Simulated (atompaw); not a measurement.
## Building the PAW (atompaw) potential for Ar (LDA (PW92), scalar-relativistic).

Ar (Z = 18), PAW, made with atompaw 4.2.0.5 (LDA (PW92), scalar-relativistic). Core [Ne], reference 3s2 3p5.75 (charge +0.25). Waves: 3s (bound): rc 1.25 bohr; 3s channel at 1.75 Ry: rc 1.10 bohr; 3p (bound): rc 1.25 bohr; 3p channel at 4.45 Ry: rc 1.25 bohr; 3d channel at 0.05 Ry: rc 1.20 bohr; 3d channel at 1.35 Ry: rc 1.20 bohr. Local part: troulliermartins scheme with l = 3 at -0.5 Ry, radius 1.25 bohr. Core correction: smooth core density matched at 0.85 bohr. Augmentation charge: sinc compensation charge, radius 1.10 bohr; PAW radius 1.25 bohr; waves and projectors: custom rrkj gramschmidtortho.

All-electron outer shells of the reference configuration (LDA (PW92), scalar-relativistic, ld1.x):

```csv
shell,level (eV),outermost node (bohr),outermost maximum (bohr)
2p,-233.12,–,0.28
3s,-27.20,0.52,1.17
3p,-13.18,0.49,1.28
```

What the tests gave:

```
Cutoffs needed                                           : 35 Ry and 55 Ry (the cutoffs (Ry, on a coarse ladder) from which the occupation-weighted sum of valence levels, in a spherical-Bessel basis at the reference potential, stays within 10 and 1 mRy of its value at 400 Ry)
Ghost test                                               : no extra level below or beside the all-electron valence levels (s, p, d, f tested) (spherical-Bessel basis up to 400 Ry, 20 bohr box)
Lowest eigenvalue of the overlap operator                : 0.59 (s channel)
Overlap eigenvalues printed by atompaw (projector basis) : 0.148, 0.975, 2.44, 3.95, 19.6, 359
Share of each valence orbital outside the PAW sphere     : 3s 56 %, 3p 67 %
```

Generation and tests took about 1.1 s on one core of a shared server CPU.
